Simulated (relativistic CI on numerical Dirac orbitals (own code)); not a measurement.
## Hyperfine structure of Tc20+, mass number 99

Calculated at this level of theory: Dirac-Coulomb-Breit CI, KLI orbitals optimised for each configuration, QED by a radiative potential, unscaled Slater integrals (own radial code, finite nucleus).

CI space (outside the closed core [Ne]): 3s²3p⁶3d⁵, 3s²3p⁵3d⁶, 3s²3p⁴3d⁷, 3s3p⁶3d⁶, 3p⁶3d⁷, 3s3p⁵3d⁷, 3s²3p⁶3d⁴4s, 3s²3p⁶3d⁴4p, 3s²3p⁶3d⁴4d, 3s²3p⁶3d⁴4f, 3s²3p⁵3d⁵4s, 3s²3p⁶3d³4s², 3s²3p⁶3d⁴5s, 3s²3p⁶3d³4p², 3s²3p⁶3d³4s4d, 3p⁶3d⁶4s. Levels of other configurations are missing.

Nuclear spin I = 9/2, μ = 5.678 μN, Q = -0.129 b (tables of Stone and Pyykkö). The electronic factors are computed for point nuclear moments, without core polarisation or the Bohr-Weisskopf and QED corrections.

| Level | E (cm⁻¹) | A (MHz) | B (MHz) |
| --- | --- | --- | --- |
| 3s²3p⁶3d⁵ ⁴G7/2 | 106335.2 | 7719 | -611 |
| 3s²3p⁶3d⁵ ⁴P3/2 | 107689.3 | 6874 | -692 |
| 3s²3p⁶3d⁵ ⁴G11/2 | 108463.5 | 7958 | 3.81 |
| 3s²3p⁶3d⁵ ⁴G9/2 | 111887.5 | 7493 | -455 |
| 3s²3p⁶3d⁵ ⁴P1/2 | 116479.1 | -3712 |  |
| 3s²3p⁶3d⁵ ⁴D7/2 | 132111.1 | 5277 | -302 |
| 3s²3p⁶3d⁵ ⁴D5/2 | 140030.2 | 7076 | 146 |
| 3s²3p⁶3d⁵ ⁴D1/2 | 144553.7 | 17460 |  |

Levels with J = 0, under 50 % of one LS term, or S terms without an open s electron are left out. Small factors come from cancelling terms and can be off by tens of per cent or more.

At this charge energies of transitions that change n are usually good to better than 1 %, and those within a shell (Δn = 0) to a few per cent. Terms inside the open d or f shell come out 10 to 20 % too wide with unscaled integrals.

(1) Give the hyperfine levels of 3s²3p⁶3d⁵ ⁴G7/2 relative to its centre of gravity.

## Answers

(1) With K = F(F + 1) − I(I + 1) − J(J + 1), E = AK/2 + B[¾K(K + 1) − I(I + 1)J(J + 1)]/[2I(2I − 1)J(2J − 1)]: F = 1: -148900, F = 2: -133400, F = 3: -110100, F = 4: -79090, F = 5: -40400, F = 6: 5946, F = 7: 59910, F = 8: 121400 MHz.

LS names give the leading component of a level, which can be under half, so a name can repeat, a term be missing and a line seem to break the LS rules.
